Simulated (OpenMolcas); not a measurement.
**Ag4+: moving or changing the point charges**

Ag4+ among 4 point charges of -2.5 e arranged as a square (D4h), 2.06 Å from the ion.
```
   2.0600    0.0000    0.0000  -2.50
   0.0000    2.0600    0.0000  -2.50
  -2.0600    0.0000    0.0000  -2.50
   0.0000   -2.0600    0.0000  -2.50
```

```json
{
 "Program": "OpenMolcas 26.06",
 "Method": "CASSCF",
 "Basis": "ANO-RCC-VDZP [6s5p3d1f]",
 "Scalar Hamiltonian": "DKH2, point nucleus",
 "Active space": "7 electrons in 5 orbitals (4d)",
 "State averaging": "2S+1 = 4 even, 10 roots; 2S+1 = 2 even, 40 roots",
 "Spin-orbit coupling": "RASSI with atomic mean-field integrals over the reference wave functions"
}
```

Runs around this geometry, states (labels of D4, the rotations of D4h). Energies in cm-1 above the lowest state or level, χT in cm3 K/mol.

| R (Å) | q (e) | Ground state | First state of that spin | First gap with spin-orbit (degeneracies) | χT at 300 K | First state of another spin |
| --- | --- | --- | --- | --- | --- | --- |
| 2.06 | -1.25 | 4A2 | 4E 922.5 | 463.8 (2, 2) | 4.417 | 2A1 16603 |
| 1.97 | -2.5 | 4E | 4A2 211.9 | 353.2 (2, 2) | 4.162 | 2E 12661 |
| 2.06 | -2.5 | 4A2 | 4E 136.1 | 427.0 (2, 2) | 4.185 | 2E 13941 |
| 2.28 | -2.5 | 4A2 | 4E 545.0 | 467.6 (2, 2) | 4.299 | 2A1 16184 |

The ground state changes within this set.

Without dynamic correlation the repulsion within the d shell is too large (B by tens of per cent), so at a given field states of lower spin stand too high. Point charges give a weaker field than real ligands, and real ions of this kind are as a rule low spin; the high spin found here belongs to the model. Spin-orbit coupling mixes the spin-free states strongly: the lowest level takes only 57 % from its leading state, 4A2 (figures for R = 2.06, q = -1.25; the like holds for R = 1.97, q = -2.5, R = 2.06, q = -2.5, R = 2.28, q = -2.5). An orbital doublet at a regular site is open to a Jahn-Teller distortion, which this geometry leaves out (holds for R = 1.97, q = -2.5). This shell can be high or low spin here, a state of another spin lies low, and with metal d orbitals alone active their balance is uncertain, so the ground spin may be wrong (holds for R = 1.97, q = -2.5; R = 2.06, q = -2.5). Point charges carry no covalency, so the field is a model and not that of real ligands. No measured value stands beside these numbers.
